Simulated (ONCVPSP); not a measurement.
# Cl (Z = 17), ONCV: configuration errors across variants

```json
{"Element": "chlorine", "Generator": "ONCVPSP 4.0.1", "Type": "optimised norm-conserving Vanderbilt (ONCV)", "Functional": "PBE", "Relativity": "scalar-relativistic", "Frozen core": "[Ne]", "Valence charge": "7", "Reference configuration": "3s2 3p4 (charge +1)", "Partial waves": "3s: rc 1.30 bohr, ncon 5, nbas 9, qcut 5.1 1/bohr, 2 projectors, debl 0.5 Ha; 3p: rc 1.50 bohr, ncon 5, nbas 9, qcut 5.7 1/bohr, 3 projectors, debl 0.8 Ha", "Local potential": "polynomial inside 0.85 bohr (lpopt 1, dvloc0 0 Ha)", "Core correction": "Teter function, fcfact 5.5, rcfact 1"}
```

In the s channel the program set the typed energies aside and used -1.179, 0.250 Ha.

All-electron excitation energies from the reference (eV): (1) 3s2 3p5 -13.875; (2) 3s2 3p3 25.447; (3) 3s2 3p2 63.754; (4) 3s1 3p5 12.709.

1 further variants failed, have other tests or too few solved ones, and are left out.

A true bound ghost makes a file unfit for plane-wave use even where its test errors are small: the radial tests pick states by their node count and pass the ghost by.

Errors AE − PS in meV (a dash: test not solved or not reliable):

| change | (1) | (2) | (3) | (4) | bound ghosts | GHOST(+) flags above zero |
| --- | --- | --- | --- | --- | --- | --- |
| base | +2.0 | +2.4 | +26 | -0.1 | p | s, p |
| core correction Teter function, fcfact 3.2, rcfact 1 | +2.0 | +2.1 | +25 | -0.3 | p | s, p |
| local potential polynomial inside 0.85 bohr (lpopt 1, dvloc0 4.5 Ha) | +2.0 | +2.4 | +26 | -0.1 | p | s, p |
| core correction none | +2.0 | +2.1 | +25 | -0.5 | p | s, p |
| s: qcut 6.6; p: qcut 7.3 | +2.1 | +2.5 | +27 | +0.2 | p | s, p |
| p: rc 2.18 | +0.5 | -1.8 | +1.4 | +3.8 | none | s |
| local potential polynomial inside 0.95 bohr (lpopt 5, dvloc0 3 Ha) | +2.0 | +2.4 | +26 | -0.1 | p | s, p |
| s: debl 1.5 | +2.0 | +2.4 | +26 | -0.1 | p | s, p |
| s: qcut 5.3 | +2.0 | +2.3 | +26 | +0.2 | p | s, p |
| core correction Teter function, fcfact 5.5, rcfact 1.22 | +2.6 | +3.0 | +28 | -0.2 | p | s, p |
| p: nproj 2 | +2.0 | +2.4 | +26 | -0.1 | none | s |

Task: Give the same row for: p: nbas 8.

Result: +2.1, +2.5, +27, -0.5; bound ghosts: p; GHOST(+) flags above zero: s, p.
